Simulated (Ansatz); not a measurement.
Consider the cleavage of the Ga–Sn bond: `[CH3][SnH2][GaH2]` + `[OH][SbH2]` → `[GaH2][O][SbH2]` + `[CH3][SnH3]`.

Gas-phase electronic energies from Ansatz, PBE0-D4/def2-TZVP geometries. CCSD(T)/CBS is the MP2 limit (def2-TZVPP, def2-QZVPP) plus CCSD(T) − MP2 in def2-TZVPP, frozen cores. Functionals use def2-TZVPP. B3LYP here is the variant with VWN-RPA as its local correlation; programs differ in this. HSE06 is defined as in plane-wave codes. def2 core potentials past Kr. For Ga, Sb, Sn outer-core shells are correlated without core-valence functions, which leaves a few kJ/mol of doubt a bond. Scalar relativity is left out up to krypton.

```json
{"level": "PBE-D4", "ΔE (kcal/mol)": "-4.5", "difference from CCSD(T)/CBS": "1.7"}
{"level": "B3LYP-D4", "ΔE (kcal/mol)": "-6.7", "difference from CCSD(T)/CBS": "-0.5"}
{"level": "r2SCAN0-D4", "ΔE (kcal/mol)": "-6.0", "difference from CCSD(T)/CBS": "0.2"}
{"level": "HSE06-D4", "ΔE (kcal/mol)": "-4.3", "difference from CCSD(T)/CBS": "1.9"}
{"level": "BHLYP-D4", "ΔE (kcal/mol)": "-7.3", "difference from CCSD(T)/CBS": "-1.1"}
{"level": "CAM-B3LYP-D4", "ΔE (kcal/mol)": "-8.3", "difference from CCSD(T)/CBS": "-2.1"}
{"level": "SCS-MP2/def2-TZVPP", "ΔE (kcal/mol)": "-9.3", "difference from CCSD(T)/CBS": "-3.1"}
{"level": "CCSD(T)/def2-TZVPP", "ΔE (kcal/mol)": "-8.2", "difference from CCSD(T)/CBS": "-2.0"}
{"level": "HF/def2-QZVPP", "ΔE (kcal/mol)": "-9.1", "difference from CCSD(T)/CBS": "-2.9"}
{"level": "MP2/def2-QZVPP", "ΔE (kcal/mol)": "-7.5", "difference from CCSD(T)/CBS": "-1.3"}
{"level": "CCSD(T)/CBS", "ΔE (kcal/mol)": "-6.2", "difference from CCSD(T)/CBS": "0"}
```

Largest T1 diagnostic among the species: 0.016.

From BLYP to BHLYP (50 % exact exchange), in def2-TZVPP and without D4, ΔE moves by −0.9 kcal/mol. At CCSD(T), def2-SVP lies −5.6 kcal/mol from the extrapolated value and def2-TZVPP −2.0 kcal/mol.
